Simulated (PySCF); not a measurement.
# Working out the excitation energy of Xe²⁺

Xe²⁺ [Kr] 4d10 5s2 5p4 (3P) → Xe²⁺ [Kr] 4d10 5s1 5p5 (3P). All numbers are calculated (PySCF 2.14, scalar relativity by spin-free X2C-1e, in x2c-TZVPPall). Frozen: [Kr] 4d10. Energies in hartree (1 hartree = 27.21139 eV):

```tsv
part	Xe²⁺ (lower)	Xe²⁺ (upper)
UHF	-7442.302343	-7441.787038
CCSD correlation	-0.096651	-0.163984
(T)	-0.002045	-0.012531
```

Problem. What does Hartree-Fock give?

Solution. (-7441.787038) − (-7442.302343) = 0.515305 hartree = 14.022 eV.

Problem. What do CCSD and CCSD(T) give?

Solution. The CCSD correlation energies differ by -0.067333 hartree = -1.832 eV and the triples by -0.010486 hartree = -0.285 eV, so CCSD gives 12.190 eV and CCSD(T) 11.905 eV.

The coupled-cluster amplitudes are large, so a single reference is strained.
